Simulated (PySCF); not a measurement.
Isomers of C6H10O2, from PBE0-D3(BJ)/def2-SVP geometry optimisation, gas phase in PySCF. One conformer each, no zero-point energy, no frequencies.

**Question.** Which is lowest in electronic energy at this level?
A. `[CH3:1][C:2](=[O:3])[CH:4]([CH3:5])[C:6]([CH3:7])=[O:8]` with C1–C2–C4–C5 -34°, C2–C4–C6–C7 85° (methylacetylacetone): A = 2526, B = 1769, C = 1404 MHz, dipole 1.50 D
B. `[CH2:1]=[C:2]([CH2:3][CH3:4])[O:5][C:6]([CH3:7])=[O:8]` with C1–C2–C3–C4 -114°, C1–C2–O5–C6 3°, C2–O5–C6–C7 179°: A = 3409, B = 1373, C = 1051 MHz, dipole 2.28 D
C. `[CH2:1]=[CH:2][C@@H:3]([CH3:4])[O:5][C:6]([CH3:7])=[O:8]` with C1–C2–C3–C4 112°, C2–C3–O5–C6 154°, C3–O5–C6–C7 180°: A = 3729, B = 1188, C = 1077 MHz, dipole 1.77 D

**Answer.** A. That is methylacetylacetone, `CC(=O)C(C(C)=O)C`, 5.9 kcal/mol below the next.

```json
{"SMILES": "CC(=O)C(C)C(C)=O", "mapped SMILES": "[CH3:1][C:2](=[O:3])[CH:4]([CH3:5])[C:6]([CH3:7])=[O:8]", "E (Eh)": "-384.39859", "relative (kcal/mol)": "0.0", "relative (kJ/mol)": "0.0", "dipole (D)": "1.50"}
{"SMILES": "C=C(CC)OC(C)=O", "mapped SMILES": "[CH2:1]=[C:2]([CH2:3][CH3:4])[O:5][C:6]([CH3:7])=[O:8]", "E (Eh)": "-384.38917", "relative (kcal/mol)": "5.9", "relative (kJ/mol)": "24.7", "dipole (D)": "2.28"}
{"SMILES": "C=C[C@@H](C)OC(C)=O", "mapped SMILES": "[CH2:1]=[CH:2][C@@H:3]([CH3:4])[O:5][C:6]([CH3:7])=[O:8]", "E (Eh)": "-384.38682", "relative (kcal/mol)": "7.4", "relative (kJ/mol)": "30.9", "dipole (D)": "1.77"}
```

As drawn, the highest has a C(=O)–O unit and a C=C bond outside aromatic rings, which the lowest lacks.
